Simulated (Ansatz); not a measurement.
`CNB(S)C=O` + `O[SiH2][SiH3]` → `O=CO[SiH2][SiH3]` + `CNBS`  (substitution at a C–B bond)

Computed with Ansatz on PBE0-D4/def2-TZVP structures; ΔE is electronic, products minus reactants. CCSD(T)/CBS is the MP2 limit (def2-TZVPP, def2-QZVPP) plus CCSD(T) − MP2 in def2-TZVPP, frozen cores. Functionals use def2-TZVPP. One conformer a species, not always the lowest.

```csv
level,ΔE (eV)
ωB97X-V,-0.39
MP2/def2-QZVPP,-0.28
```

(1) What does CCSD(T)/CBS give? (Best estimate.)

Largest T1 diagnostic among the species: 0.016.

## Answers

(1) Computed: -0.27 eV. The listed levels differ from it by -0.12, -0.01 eV.

In def2-TZVPP, CCSD(T) changes the Hartree–Fock value by +0.17 eV (the triples alone add +0.00 eV) and MP2 by +0.17 eV.
